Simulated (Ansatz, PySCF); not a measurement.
AlOBr, SMILES [O]=[Al][Br]. Atoms are numbered in the order given.

```xyz
3

Al     0.0000     0.0000    -1.1559
O      0.0000     0.0000    -2.7553
Br     0.0000     0.0000     1.0598
```
Charge 0, spin multiplicity 1.

Coordinates come from a r2SCAN-D4/def2-TZVP optimisation.

Two levels are set side by side: PBE-D3(BJ)/def2-TZVP (Ansatz, a first-principles code) and r2SCAN-D4/def2-TZVP (Ansatz). Each level has its own optimised geometry; the coordinates shown are those of the second. Frequencies come from the Hessian of PySCF at each geometry. Differences are taken from unrounded values.

```tsv
quantity	r2SCAN-D4	PBE-D3(BJ)	PBE-D3(BJ) minus r2SCAN-D4
mean bond length (Å)	1.908	1.924	0.016
bond Al1–O2 (Å)	1.599	1.614	0.015
bond Al1–Br3 (Å)	2.216	2.234	0.018
highest harmonic wavenumber (cm⁻¹)	1110	1067	-42
mean harmonic wavenumber (cm⁻¹)	453	435	-18
zero-point energy (kcal/mol)	2.59	2.49	-0.10
```
